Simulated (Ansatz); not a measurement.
Relaxation of ClFH2OSi (6 atoms, charge 0, multiplicity 1), to a largest force component of 0.02 eV/Å in at most 40 steps.

Method: RKS r2SCAN-D4/def2-SVP in Ansatz.

```xyz
6
Properties=species:S:1:pos:R:3
Si 0.000 0.000 0.000
O 0.000 0.000 1.680
H -0.909 -0.281 2.017
H 1.377 0.000 -0.486
F -0.749 1.297 -0.529
Cl -1.003 -1.738 -0.709
```

**Question.** Where does it end, and by what steps?

**Answer.** It converged. After 9 steps the energy has fallen by 0.153 eV; H3 moved furthest, 0.12 Å.

| step | energy less start (eV) | largest force component (eV/Å) | accepted |
| --- | --- | --- | --- |
| 0 | 0.0000 | 1.836 | yes |
| 1 | -0.1149 | 0.777 | yes |
| 2 | -0.1387 | 0.379 | yes |
| 3 | -0.1446 | 0.189 | yes |
| 4 | -0.1496 | 0.232 | yes |
| 5 | -0.1518 | 0.034 | yes |
| 6 | -0.1518 | 0.211 | yes |
| 7 | -0.1523 | 0.117 | yes |
| 8 | -0.1525 | 0.053 | yes |
| 9 | -0.1526 | 0.004 | yes |

```xyz
6
Properties=species:S:1:pos:R:3
Si -0.009 -0.039 0.003
O -0.022 -0.058 1.640
H -0.857 -0.209 2.099
H 1.390 0.003 -0.441
F -0.793 1.255 -0.563
Cl -0.992 -1.674 -0.766
```

Whether the end is a true minimum wasn't checked by a vibrational analysis.

The run took 25 s on 2 threads of Arm Neoverse V1, with other jobs on the host, peak memory 0.17 GiB.
